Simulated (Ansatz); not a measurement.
Job for Ansatz (a first-principles code): U-CCSD(T)/def2-SVPD on CaO, a point of a bond scan (R = 2.462 Å).

Ansatz 0.2 input:
```yaml
crystal:
  periodic: [false, false, false]
  atoms:
    - {symbol: Ca, position_ang: [-0.00000000, -0.00000000, -0.52107729]}
    - {symbol: O, position_ang: [0.00000000, 0.00000000, 1.94101291]}
basis:
  gaussian:
    orbitals: def2-SVPD
correlation: {method: ccsd_t, electrons: outside_noble_gas}
scf: {omitted_lower_state_checks: [cluster_reference]}
magnetization: {spin_polarized: true, initial_magnetization: 0}
```

Output:

```
WARN ansatz: RAYON_NUM_THREADS=1 ignored (pool sized by the plan → 1); use --threads N
Functional definition: HF
these checks for a lower state are left out or cut short: cluster_reference
integrals: 0.03 GiB planned
530 factors; integrals over basis functions are off by at most 4.4e-4 eV
mean field: 0.10 GiB planned
mean field evaluation 1: about -20433.5487 eV, gradient 4.5e1 eV
mean field evaluation 2: about -20433.5516 eV, gradient 4.5e1 eV
mean field evaluation 4: about -20434.1982 eV, gradient 4.3e1 eV
mean field evaluation 8: about -20444.0490 eV, gradient 2.6e0 eV
mean field evaluation 16: about -20444.4049 eV, gradient 3.9e0 eV
mean field evaluation 32: about -20447.8611 eV, gradient 5.5e-4 eV
mean field evaluation 64: about -20444.4772 eV, gradient 1.1e-2 eV
mean field evaluation 96: about -20442.2901 eV, gradient 2.0e-2 eV
mean field evaluation 128: about -20444.3300 eV, gradient 1.1e0 eV
mean field evaluation 160: about -20447.3976 eV, gradient 3.9e-1 eV
mean field evaluation 192: about -20447.3112 eV, gradient 2.3e0 eV
mean field evaluation 224: about -20446.8745 eV, gradient 2.6e0 eV
mean field evaluation 256: about -20447.7812 eV, gradient 1.7e0 eV
mean field evaluation 288: about -20446.5977 eV, gradient 3.6e0 eV
mean field evaluation 320: about -20444.4910 eV, gradient 1.9e-5 eV
mean field -20447.86106597 eV, -751.4450341162 hartree, gradient 1.5e-6 eV, S^2 1.011284; 20 other end points of the search recorded, 0 dependent functions left out
10 core orbitals not correlated
reference -20447.86106597 eV, -751.4450341162 hartree; 4, 4 occupied and 36, 36 virtual orbitals, 530 factors
second order -4.59443187 eV of doubles, -0.00000000 eV of singles
coupled cluster: 0.10 GiB planned
cycle   1  -4.71232710 eV  change   -1.2e-1 eV  update   7.6e-2
cycle   2  -4.84000065 eV  change   -1.3e-1 eV  update   2.5e-2
cycle   3  -4.89572279 eV  change   -5.6e-2 eV  update   1.8e-2
cycle   4  -4.90136462 eV  change   -5.6e-3 eV  update   6.1e-3
cycle   5  -4.89923766 eV  change    2.1e-3 eV  update   3.7e-3
cycle   6  -4.90095472 eV  change   -1.7e-3 eV  update   1.6e-3
cycle   7  -4.90236238 eV  change   -1.4e-3 eV  update   8.9e-4
cycle   8  -4.90259715 eV  change   -2.3e-4 eV  update   4.9e-4
cycle   9  -4.90254318 eV  change    5.4e-5 eV  update   3.2e-4
cycle  10  -4.90252269 eV  change    2.0e-5 eV  update   2.4e-4
cycle  11  -4.90250444 eV  change    1.8e-5 eV  update   2.0e-4
cycle  12  -4.90252248 eV  change   -1.8e-5 eV  update   1.6e-4
cycle  13  -4.90252762 eV  change   -5.1e-6 eV  update   1.0e-4
cycle  14  -4.90255789 eV  change   -3.0e-5 eV  update   6.5e-5
cycle  15  -4.90255297 eV  change    4.9e-6 eV  update   3.6e-5
cycle  16  -4.90256299 eV  change   -1.0e-5 eV  update   2.0e-5
cycle  17  -4.90256841 eV  change   -5.4e-6 eV  update   1.1e-5
cycle  18  -4.90257139 eV  change   -3.0e-6 eV  update   7.0e-6
coupled cluster: 0.10 GiB planned
perturbative correction -0.13647377 eV, -0.0050153184 hartree
Total energy: -20452.90011112 eV, -751.6302156100 hartree
Checks for a lower state left out: cluster_reference
```

Self-consistency was reached. Its determinant has ⟨S²⟩ = 1.01, a mixture of spin states.

Cost: very roughly 2.2 core-seconds.
